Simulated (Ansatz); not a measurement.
A made-up structure of CH2GaO, doublet:

O1  (0.911, -1.005, -0.514)
C2  (0.413, -0.670, 0.854)
Ga3  (-0.278, 0.450, -0.573)
H4  (-1.411, -0.257, -1.349)
H5  (0.456, 1.807, -0.631)
(Å)

It is relaxed with PBE-D4/def2-SVP and then PBE0-D4/def2-TZVP (Ansatz 0.2.0). Atoms count as bonded within 1.22 times the sum of their covalent radii (H–H: 0.88 Å). The end point is not checked to be a true minimum.

**Question.** Does its bonding change? (A judgement: the text doesn't fix the answer.)

**Answer.** By the calculation: Yes. Formed: none; broken: O1–Ga3.

Where it ends: The first stage lowers the energy by 2.26 eV in 11 steps. It ends as CH₂GaO ([O][C][GaH2]):
O1  (1.339, -1.584, 0.489)
C2  (0.682, -0.764, 0.026)
Ga3  (-0.428, 0.622, -0.758)
H4  (-1.738, 0.041, -1.330)
H5  (0.236, 2.011, -0.641)
(Å)

Labels in which every atom is bracketed show which atoms are joined, not bond orders.

For scale, one of the runs: PBE0-D4/def2-TZVP relaxation, 122 basis functions, launched by `ansatz run in.yaml --threads 2 --pin off --events-out ev --progress --plain --max-ram 4352MiB`. Hardware: 2 CPU threads of an Arm Neoverse V1, shared host. Wall time about 71 s.
